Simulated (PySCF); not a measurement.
Gas-phase reaction: H₃SiGeH₃ + GeH₃ = 2 GeH₄ + SiH

Energies from PySCF, thermal terms from the rigid-rotor harmonic-oscillator model, ideal gas at 1 bar. † marks an energy on the PBE0/def2-TZVP geometry and frequencies; other levels use their own. Open shells (unrestricted): GeH₃ (multiplicity 2), SiH (multiplicity 2); the rest are closed-shell singlets. Spin-orbit splitting is ignored; it lowers the true energy and changes the entropy of SiH. Ge: all electrons, no relativistic terms. GeH₃: computed as isolated molecules; such fragments, hydroxides, amides, oligomers or adducts are transient or little studied in the gas.

PBE/def2-SVP gives ΔH°(298 K) = 210 kJ.

Question: What do M06-2X/def2-TZVP†, PBE/def2-TZVP†, PBE0/def2-SVP† give?

Answer: M06-2X/def2-TZVP†: 215 kJ; PBE/def2-TZVP†: 211 kJ; PBE0/def2-SVP†: 211 kJ. For scale, ΔH°(298 K) is 210 kJ at this level, 205 kJ at ωB97M-V/def2-TZVP†, and runs from 173 to 238 kJ over the 20 levels computed († marks an energy on the PBE0/def2-TZVP geometry).
